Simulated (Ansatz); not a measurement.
Total energies of `c1ccc2c(c1)oc1c3ccccc3oc21` from Ansatz at PBE-D4/def2-SVP, gas phase (1 Eh = 27.2114 eV = 2625.5 kJ/mol). The reference geometry is relaxed at PBE0-D4/def2-SVP.

```csv
state,geometry,energy (Eh)
charge 0 singlet,reference,-687.45876
charge 1 doublet,reference,-687.18829
charge 1 doublet,relaxed at PBE0-D4/def2-SVP,-687.19333
charge -1 doublet,reference,-687.45670
free C atom (triplet),–,-37.75124
free O atom (triplet),–,-74.91467
free H atom (doublet),–,-0.49863
```

Work out the vertical ionisation energy to the doublet.

E(charge 1 doublet) − E(charge 0 singlet) = -687.18829 − (-687.45876) = 0.27047 Eh = 7.36 eV. For comparison, −ε of the highest occupied level is 5.13 eV at this level, 2.23 eV less.

Work out the vertical electron affinity, to the doublet.

E(charge 0 singlet) − E(charge -1 doublet) = -687.45876 − (-687.45670) = -0.00206 Eh = -0.06 eV; so near zero that its sign isn't settled. The basis lacks diffuse functions, which makes affinities too small.

Give the fundamental gap IE − EA, the Mulliken electronegativity (IE + EA)/2 and the hardness (IE − EA)/2.

From the values in Eh: IE − EA = 0.27047 − (-0.00206) = 0.27253 Eh = 7.42 eV; (IE + EA)/2 = 3.65 eV; (IE − EA)/2 = 3.71 eV. The HOMO–LUMO gap of the same run is 3.17 eV, 4.25 eV smaller than the fundamental gap.

How much does the charge 1 doublet relax, and what is the adiabatic ionisation energy?

Relaxation: -687.18829 − (-687.19333) = 0.00504 Eh = 0.14 eV. Adiabatic ionisation energy: 0.26543 Eh = 7.22 eV, without zero-point energy. 

What is the binding energy per atom against free atoms?

Atoms: 14 × (-37.75124) + 2 × (-74.91467) + 8 × (-0.49863) = -682.33574 Eh. Binding: -682.33574 − (-687.45876) = 5.12302 Eh = 139.40 eV, or 5.81 eV for each of 24 atoms (no zero-point energy, no counterpoise term).

At PBE-D4/def2-SVP the highest occupied level of the charge -1 doublet lies above zero (up to 2.16 eV). Energy differences put its binding near zero (-0.06 eV; vertical, to the charge 0 singlet, at PBE-D4/def2-SVP), which leaves it undecided.
